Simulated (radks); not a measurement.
W2+, 72 electrons, occupied as [Xe] 4f14 5d4. Method: scalar-relativistic Kohn-Sham, r2SCAN, spin-unpolarised, spherical densities, finite nucleus; meta-GGA in the generalised Kohn-Sham scheme; Fermi nuclear charge, rms radius 5.3658 fm; hard spherical wall at 8 bohr; computed with a radial shooting solver on a logarithmic mesh with Libxc functionals.

Radial electron density D(r) = 4 pi r^2 rho(r):

r (bohr),D(r) (e/bohr)
0.0006779,4.189
0.0007891,5.326
0.0009114,6.668
0.001061,8.426
0.001225,10.48
0.001426,13.14
0.001661,16.39
0.001918,20.10
0.002233,24.77
0.002578,29.98
0.003002,36.35
0.003495,43.61
0.004036,51.27
0.004698,59.99
0.005426,68.61
0.006317,77.67
0.007354,86.11
0.008493,92.94
0.009887,98.23
0.01142,100.9
0.01329,101.0
0.01547,98.64
0.01787,94.95
0.02081,91.20
0.02403,89.72
0.02797,92.30
0.03256,100.1
0.03761,111.5
0.04378,124.6
0.05056,133.9
0.05886,136.0
0.06852,129.1
0.07914,117.5
0.09213,106.9
0.1073,105.1
0.1239,112.4
0.1442,122.5
0.1665,123.7
0.1939,110.0
0.2257,86.67
0.2607,68.51
0.3034,63.46
0.3504,69.84
0.408,76.20
0.4749,72.08
0.5485,58.61
0.6385,41.66
0.7374,29.18
0.8585,21.49
0.9994,17.30
1.154,14.16
1.344,10.67
1.552,7.433
1.807,4.620
2.103,2.666
2.429,1.503
2.828,0.7747
3.266,0.3791
3.802,0.1549
4.426,0.05199
5.111,0.01473
5.95,0.002879
6.872,0.0003862

D(r) has 4 maxima, at r = 0.0124, 0.0566, 0.157, 0.418 bohr, and minima at 0.0238, 0.102, 0.296 bohr, inside which lie 1.90, 11.09, 29.92 electrons.
